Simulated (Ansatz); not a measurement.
The same bond dissociation along the group B, Ga, In.

Gas-phase electronic energies from Ansatz, PBE0-D4/def2-TZVP geometries. CCSD(T)/CBS is the MP2 limit (def2-TZVPP, def2-QZVPP) plus CCSD(T) − MP2 in def2-TZVPP, frozen cores. This one scheme is used for every species. DFT in def2-TZVPP. Open shells (•) are unrestricted, without spin–orbit coupling. Elements past krypton have def2 core potentials. For Ga, In outer-core shells are correlated without core-valence functions, which leaves a few kJ/mol of doubt a bond. Scalar relativity is left out up to krypton.

```tsv
reaction	CCSD(T)/CBS(def2) (kJ/mol)
`BNC` → `[BH2]`• + `C[NH]`•	604
`C[NH][GaH2]` → `[GaH2]`• + `C[NH]`•	405
`C[NH][InH2]` → `[InH2]`• + `C[NH]`•	?
```

Fill in the missing values. (Estimate.)

Computed: `C[NH][InH2]` → `[InH2]`• + `C[NH]`•: +326.7 kJ/mol.

Largest T1 diagnostic: 0.018, for `[InH2]`•.
